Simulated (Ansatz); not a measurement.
Ansatz results at the PBE0-D4/def2-TZVP geometry: HOMO–LUMO gap (ωB97M-V/def2-TZVPP) 11.41 eV; size of the dipole moment (ωB97M-V/def2-TZVPP) 4.78 D; size of the dipole moment (B3LYP/def2-TZVPP) 4.82 D.

Each molecule was computed in one conformer, which needn't be the lowest.

Task: Which molecule gave them?
A. `CC(C)[CH2][Sn]([F])([F])[CH2]C(C)C`
B. `CC(C)[NH][Sn]([Cl])([Cl])[NH]C(C)C`
C. `C#[C][SnH2][Cl]`
D. `C[C](C)(C)[Sn]([F])([F])[C](C)(C)C`

Result: A. The others give `CC(C)[NH][Sn]([Cl])([Cl])[NH]C(C)C`: 10.12, 2.38, 2.55; `C#[C][SnH2][Cl]`: 11.37, 2.39, 2.35; `C[C](C)(C)[Sn]([F])([F])[C](C)(C)C`: 10.41, 4.22, 4.25.

B3LYP here is the variant with VWN-RPA as its local correlation; programs differ in this.
